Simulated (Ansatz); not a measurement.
Ansatz (a program for electronic structure) input file for 1,1-dichloro-2,2-difluoroethane (C₂H₂Cl₂F₂), SMILES FC(F)C(Cl)Cl, PBE-D3(BJ)/def2-SVP. 

Ansatz 0.2 input:
```yaml
crystal:
  periodic: [false, false, false]
  atoms:
    - {symbol: F, position_ang: [-1.48043953, -1.33757449, 0.82428338]}
    - {symbol: C, position_ang: [-1.13081167, -0.08929089, 0.46764507]}
    - {symbol: F, position_ang: [-1.62906502, 0.16536377, -0.74668611]}
    - {symbol: C, position_ang: [0.39076263, 0.01642015, 0.46892891]}
    - {symbol: Cl, position_ang: [1.09730595, -1.07707653, -0.72187230]}
    - {symbol: Cl, position_ang: [0.85647019, 1.70278295, 0.19436494]}
    - {symbol: H, position_ang: [-1.55633900, 0.62730323, 1.19301893]}
    - {symbol: H, position_ang: [0.76797964, -0.27719119, 1.45678691]}
basis:
  gaussian:
    orbitals: def2-SVP
hamiltonian:
  xc: pbe
  dispersion: d3bj
relax: {f_tol: 0.002, max_steps: 200}
```

Program output:

```
WARN ansatz: RAYON_NUM_THREADS=1 ignored (pool sized by the plan → 1); use --threads N
Functional definition: PBE
integrals: 0.05 GiB planned
1118 factors; their error is unknown
mean field: 0.27 GiB planned
mean field evaluation 1: about -32551.2908 eV, gradient 3.5e1 eV
mean field evaluation 2: about -32548.1911 eV, gradient 5.0e1 eV
mean field evaluation 4: about -32553.7848 eV, gradient 2.9e0 eV
mean field evaluation 8: about -32553.7979 eV, gradient 4.6e-2 eV
mean field evaluation 16: about -32553.7245 eV, gradient 2.1e-4 eV
mean field -32553.72449388 eV, -1196.3273094433 hartree, gradient 3.3e-5 eV, S^2 0.000000; 0 other end points of the search recorded, 0 dependent functions left out
the calculation of the forces begins
reference -32553.72451750 eV, -1196.3273103113 hartree; 33, 33 occupied and 69, 69 virtual orbitals, 1118 factors
relax step   1: F+E_penalty+E_count = -32553.92286784 eV  Δ(F+E_penalty+E_count) = +0.000e0 eV  max|allowed force component| = 7.300e-1 eV/Å  Δτ_max = 0.0000 Å  (28 SCF iters, accepted)
these checks for a lower state are left out or cut short: starts, cluster_reference, orbital_swaps, neighbouring_geometries, increment
integrals: 0.05 GiB planned
1118 factors; their error is unknown
mean field: 0.27 GiB planned
mean field -32553.74791943 eV, -1196.3281703160 hartree, gradient 1.9e-5 eV, S^2 0.000000; 0 other end points of the search recorded, 0 dependent functions left out
the calculation of the forces begins
reference -32553.74794310 eV, -1196.3281711859 hartree; 33, 33 occupied and 69, 69 virtual orbitals, 1118 factors
relax step   2: F+E_penalty+E_count = -32553.94534168 eV  Δ(F+E_penalty+E_count) = -2.247e-2 eV  max|allowed force component| = 2.844e-1 eV/Å  Δτ_max = 0.0149 Å  (31 SCF iters, accepted)
these checks for a lower state are left out or cut short: starts, cluster_reference, orbital_swaps, neighbouring_geometries, increment
integrals: 0.05 GiB planned
1118 factors; their error is unknown
mean field: 0.27 GiB planned
mean field evaluation 32: about -32553.7529 eV, gradient 1.9e-5 eV
mean field -32553.75289695 eV, -1196.3283532368 hartree, gradient 1.9e-5 eV, S^2 0.000000; 0 other end points of the search recorded, 0 dependent functions left out
the calculation of the forces begins
reference -32553.75292068 eV, -1196.3283541088 hartree; 33, 33 occupied and 69, 69 virtual orbitals, 1118 factors
relax step   3: F+E_penalty+E_count = -32553.94978263 eV  Δ(F+E_penalty+E_count) = -4.441e-3 eV  max|allowed force component| = 4.366e-2 eV/Å  Δτ_max = 0.0090 Å  (32 SCF iters, accepted)
these checks for a lower state are left out or cut short: starts, cluster_reference, orbital_swaps, neighbouring_geometries, increment
integrals: 0.05 GiB planned
1118 factors; their error is unknown
mean field: 0.27 GiB planned
mean field -32553.75303217 eV, -1196.3283582061 hartree, gradient 1.7e-5 eV, S^2 0.000000; 0 other end points of the search recorded, 0 dependent functions left out
the calculation of the forces begins
reference -32553.75305592 eV, -1196.3283590786 hartree; 33, 33 occupied and 69, 69 virtual orbitals, 1118 factors
relax step   4: F+E_penalty+E_count = -32553.94987512 eV  Δ(F+E_penalty+E_count) = -9.249e-5 eV  max|allowed force component| = 1.557e-2 eV/Å  Δτ_max = 0.0026 Å  (24 SCF iters, accepted)
these checks for a lower state are left out or cut short: starts, cluster_reference, orbital_swaps, neighbouring_geometries, increment
integrals: 0.05 GiB planned
1118 factors; their error is unknown
mean field: 0.27 GiB planned
mean field -32553.75303962 eV, -1196.3283584797 hartree, gradient 5.9e-6 eV, S^2 0.000000; 0 other end points of the search recorded, 0 dependent functions left out
the calculation of the forces begins
reference -32553.75306337 eV, -1196.3283593524 hartree; 33, 33 occupied and 69, 69 virtual orbitals, 1118 factors
relax step   5: F+E_penalty+E_count = -32553.94988917 eV  Δ(F+E_penalty+E_count) = -1.405e-5 eV  max|allowed force component| = 2.606e-3 eV/Å  Δτ_max = 0.0009 Å  (24 SCF iters, accepted)
these checks for a lower state are left out or cut short: starts, cluster_reference, orbital_swaps, neighbouring_geometries, increment
integrals: 0.05 GiB planned
1118 factors; their error is unknown
mean field: 0.27 GiB planned
mean field -32553.75303486 eV, -1196.3283583048 hartree, gradient 3.8e-5 eV, S^2 0.000000; 0 other end points of the search recorded, 0 dependent functions left out
the calculation of the forces begins
reference -32553.75305861 eV, -1196.3283591774 hartree; 33, 33 occupied and 69, 69 virtual orbitals, 1118 factors
relax step   6: F+E_penalty+E_count = -32553.94989023 eV  Δ(F+E_penalty+E_count) = -1.066e-6 eV  max|allowed force component| = 1.124e-3 eV/Å  Δτ_max = 0.0004 Å  (20 SCF iters, accepted)
integrals: 0.05 GiB planned
1118 factors; their error is unknown
mean field: 0.27 GiB planned
mean field evaluation 64: about -32553.7530 eV, gradient 4.8e-4 eV
mean field -32553.75303486 eV, -1196.3283583048 hartree, gradient 3.8e-5 eV, S^2 0.000000; 1 other end points of the search recorded, 0 dependent functions left out
the calculation of the forces begins
reference -32553.75305861 eV, -1196.3283591774 hartree; 33, 33 occupied and 69, 69 virtual orbitals, 1118 factors
Total energy: -32553.94991398 eV, -1196.3355934789 hartree
Atom 0 at    -1.490633    -1.352588     0.832860 Å, force    -0.000109     0.000140     0.000280 eV/Å
Atom 1 at    -1.137373    -0.089160     0.467160 Å, force    -0.000709     0.000060    -0.000315 eV/Å
Atom 2 at    -1.643130     0.167886    -0.761025 Å, force     0.000308    -0.000449     0.000181 eV/Å
Atom 3 at     0.395878     0.016087     0.468847 Å, force     0.001044    -0.000662    -0.001124 eV/Å
Atom 4 at     1.110819    -1.088795    -0.731681 Å, force    -0.000295     0.000590     0.000320 eV/Å
Atom 5 at     0.866975     1.721420     0.197462 Å, force     0.000078     0.000329     0.000221 eV/Å
Atom 6 at    -1.565328     0.635342     1.199276 Å, force     0.000019     0.000126     0.000209 eV/Å
Atom 7 at     0.778656    -0.279454     1.463572 Å, force    -0.000335    -0.000134     0.000229 eV/Å
Dipole moment:     0.023201     0.104866     0.378257 e Å
```

Self-consistency was reached.

Cost: around 11 core-seconds (rough).
